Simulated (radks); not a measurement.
Results of a calculation; reference values are marked as such.
Valence configurations of Nd2+ (all share [Xe]). Level of theory: Dirac Kohn-Sham, PBE, spin-unpolarised, spherical densities, finite nucleus; open shells fill j = l - 1/2 first; Fermi nuclear charge, rms radius 4.9123 fm (a radial shooting solver on a logarithmic mesh with Libxc functionals). Energies are relative to 4f4; eigenvalues in eV.

4f4: E (eV) 0.000; e(4f5/2) -14.666
4f2 6s2: E (eV) 15.386; e(4f5/2) -32.411; e(6s1/2) -17.207
4f3 6p1: E (eV) 7.914; e(4f5/2) -23.712; e(6p1/2) -12.126
4f3 6s1: E (eV) 4.180; e(4f5/2) -22.780; e(6s1/2) -15.339
4f3 5d1: E (eV) 2.878; e(4f5/2) -20.132; e(5d3/2) -15.165
4f2 6p2: E (eV) 23.721; e(4f5/2) -34.192; e(6p1/2) -13.926
4f3.5 5d0.5: E (eV) 0.939; e(4f5/2) -17.255; e(5d3/2) -14.423
4f3.5 6s0.5: E (eV) 1.309; e(4f5/2) -18.499; e(6s1/2) -14.396
4f3.5 6p0.5: E (eV) 3.077; e(4f5/2) -18.970; e(6p1/2) -11.140
4f2 5d2: E (eV) 10.253; e(4f5/2) -26.587; e(5d3/2) -16.663

NIST lists [Xe] 4f4 as the ground configuration; this level of theory agrees among the configurations tried. The energies are those of spherical spin-averaged densities, not of single terms.
